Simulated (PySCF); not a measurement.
**Computed structure and properties of [Gd(H2O)]3+**

System: [Gd(H2O)]3+ (singlet in the valence; each metal's 4f electrons, 7 of them, lie in its core potential, out of spins and levels); start: template (C2v). Method: PySCF 2.14.0, RKS PBE0, Gd lcecp-1-SVP with ECP53, O def2-SVP, H def2-SVP; non-relativistic Hamiltonian with scalar-relativistic core potentials where named; density fitting; no spin-orbit coupling.

Input of the relaxation:

```python
mol = gto.M(atom='''
Gd     0.00000     0.00000    -0.25987
O      0.00000     0.00000     2.21263
H      0.77000    -0.00000     2.80263
H     -0.77000     0.00000     2.80263''',
    basis={'Gd': 'lcecp-1-SVP', 'O': 'def2-SVP', 'H': 'def2-SVP'},
    ecp={'Gd': 'lcecp-1-SVP'},
    charge=3, spin=0)
mf = dft.RKS(mol, xc='PBE0')
mf.grids.atom_grid = (50, 194)  # f atoms: unpruned, at least (60, 302)
mf = mf.density_fit()  # fitting sets: Gd AutoAux, O def2-universal-JKFIT, H def2-universal-JKFIT
mf.conv_tol = 1e-08; mf.max_cycle = 55
mf.kernel(dm0)  # dm0: converged density of the start geometry
# quasi-Newton relaxation in Cartesian coordinates to a largest gradient under 0.00045 Eh/bohr, steps kept in the point group
```

Run from Python with OMP_NUM_THREADS=2; the lines above give its settings. Where DIIS fails, smearing, a level shift and second-order steps follow.
It took 5.9 s on 2 threads of Arm Neoverse V2 (shared host), from the converged density of the start.

Course of the relaxation:

```
step  energy above end (eV)  largest force component within the symmetry (eV/Å)
   0                 0.3465                                               3.186
   1                 0.1649                                               1.588
   2                 0.0212                                               1.389
   3                 0.0041                                               0.237
   4                 0.0004                                               0.075
   5                 0.0000                                               0.002
```

Relaxed geometry (C2v):

```xyz
4

Gd    0.0000    0.0000   -0.0753
O     0.0000    0.0000    2.1248
H     0.7796    0.0000    2.7543
H    -0.7796    0.0000    2.7543
```

```json
{"contact": "Gd1–O2 (H2O)", "Å": "2.200"}
```

On the finer grid (75, 302):

```
HOMO                                                          : -28.07 eV
LUMO                                                          : -20.62 eV
Dipole about the centre of mass                               : 3.15 D
Set of Mulliken populations of Gd1 outside the core potential : s 2.05, p 6.05, d 0.32, f 0.02
D3(BJ) dispersion energy (not in the energies)                : -0.058 eV
```

```
atom  Mulliken (e)  Löwdin (e)  spin (e)
 Gd1          2.56        2.46      0.00
  O2         -0.31        0.05      0.00
  H3          0.37        0.25      0.00
  H4          0.37        0.25      0.00
```

The 4f levels lie in the core potential and are missing. Their spin isn't counted.

On the grid (50, 194), as all that follows. Harmonic modes: a minimum; lowest 465 cm⁻¹ (negative: unstable), highest 3411 cm⁻¹, zero-point energy 0.642 eV.

Taking off one H2O (charge 0, singlet; the rest: singlet) in vacuum, both parts rigid, costs 5.09 eV; the small basis without counterpoise inflates it. Parting with an electron moved from the ligand to the metal can be far cheaper, even downhill.

Rigid scan of H2O along the line from its metal:

distance to O2 (Å), energy (eV) and a bar:
```
     1.90      0.918 ##############################
     2.00      0.349 ###########
     2.10      0.075 ##
     2.20      0.000 
     2.30      0.056 ##
     2.40      0.196 ######
     2.60      0.606 ####################
```

One start shape was tried, so this needn't be the lowest isomer.

An lcecp potential fixes the number of 4f electrons, so in runs with it no electron can move into or out of that shell.
